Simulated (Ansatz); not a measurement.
Start from `[NH2][GeH2][CH2]O` and change one atom or group to get `N[SiH2][CH2][GeH2][NH2]`.

Ansatz, PBE0-D4/def2-TZVP geometries, multiplicity 1. Each molecule was computed in one conformer, which needn't be the lowest.

Scalar relativity is left out up to krypton.

```
                                          property  `[NH2][GeH2][CH2]O`
    size of the dipole moment (PBE/def2-TZVPP) / D                 2.46
                 LUMO energy (PBE/def2-TZVPP) / eV                -0.60
              HOMO–LUMO gap (PBE0/def2-TZVPP) / eV                 7.46
             HOMO energy (ωB97M-V/def2-TZVPP) / eV                -9.55
                HOMO energy (PBE0/def2-TZVPP) / eV                -7.23
size of the dipole moment (ωB97M-V/def2-TZVPP) / D                 2.66
```

(1) What does the change do to each property? (An estimate is asked.)

Answers

(1) Computed: 
| property | `N[SiH2][CH2][GeH2][NH2]` | shift |
| --- | --- | --- |
| size of the dipole moment (PBE/def2-TZVPP) / D | 1.24 | -1.22 |
| LUMO energy (PBE/def2-TZVPP) / eV | -0.36 | 0.24 |
| HOMO–LUMO gap (PBE0/def2-TZVPP) / eV | 7.53 | 0.07 |
| HOMO energy (ωB97M-V/def2-TZVPP) / eV | -9.42 | 0.13 |
| HOMO energy (PBE0/def2-TZVPP) / eV | -7.06 | 0.17 |
| size of the dipole moment (ωB97M-V/def2-TZVPP) / D | 1.17 | -1.49 |

With PBE0 the HOMO rises by 0.17 eV and the LUMO rises by 0.24 eV, so the gap widens by about 0.07 eV. PBE moves the HOMO by 0.09 eV and ωB97M-V by 0.13 eV. Dipoles are sizes alone; their direction can turn.
